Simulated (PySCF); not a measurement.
H5NSn. Atoms are numbered in the order given.

```xyz
7

Sn    -0.2845     0.0012     0.0000
N      1.7620    -0.1020     0.0000
H     -0.7869    -0.8088     1.4183
H     -0.7869    -0.8088    -1.4183
H     -0.8936     1.6113     0.0000
H      2.1793     0.3307     0.8159
H      2.1793     0.3307    -0.8159
```
Charge 0, spin multiplicity 1.

Geometry optimised at B3LYP-D3(BJ)/def2-TZVP. The def2 effective core potentials stand for the cores of Sn; spin–orbit coupling is left out.

The numbers are results of B3LYP/def2-TZVPD (PySCF), not measurements.

Symmetry labels are those of the subgroup Cs that the program uses (full group Cs).

Problem. List the valence orbital energies around the gap with their symmetry. (The exact figures need the calculation; the answer reports its results.)

Solution. 
| orbital | symmetry | energy (eV) |
|---|---|---|
| HOMO−7 | A" | -27.72 |
| HOMO−6 | A' | -22.42 |
| HOMO−5 | A' | -14.10 |
| HOMO−4 | A" | -12.81 |
| HOMO−3 | A' | -9.87 |
| HOMO−2 | A" | -8.96 |
| HOMO−1 | A' | -8.94 |
| HOMO | A' | -7.01 |
| LUMO | A' | -0.64 |
| LUMO+1 | A' | -0.26 |
| LUMO+2 | A" | 0.52 |
| LUMO+3 | A' | 0.75 |
